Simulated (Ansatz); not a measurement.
Frontier orbitals of CH6AlISi.

Cartesian coordinates in Å:
```
Al -0.006 -1.544 -1.018
C 0.632 -0.105 0.165
Si -0.516 1.116 0.980
I 1.417 0.793 -1.684
H -1.474 -1.412 -1.592
H 0.933 -2.800 -1.230
H 1.527 -0.327 0.747
H 0.167 2.388 1.339
H -1.033 0.480 2.224
H -1.647 1.412 0.067
```

Total charge 0; spin multiplicity 1. Correlated methods include outer-core shells of I, which these sets cover unevenly. I: def2 effective core potential. The bonds changed during the relaxation, so this is another structure than the one it started from. Geometry: relaxed with PBE0-D4/def2-TZVP. Basis def2-TZVPP, Ansatz 0.2.0.

```tsv
functional	HOMO (eV)	LUMO (eV)	gap (eV)
PBE	-6.57	-2.65	3.92
r2SCAN	-6.83	-2.47	4.36
PBE0	-7.69	-1.75	5.94
r2SCANh	-7.24	-2.14	5.10
CAM-B3LYP	-8.93	-0.69	8.24
ωB97X-V	-9.93	0.31	10.24
ωB97M-V	-9.80	0.13	9.93
```

Against PBE, PBE0 changes HOMO and LUMO by −1.12 and +0.90 eV, ωB97M-V by −3.23 and +2.78 eV. A gap of 3.92 eV thus becomes 9.94 eV for the same molecule, so an orbital gap means little without its functional. A positive LUMO is unbound and depends on the basis.
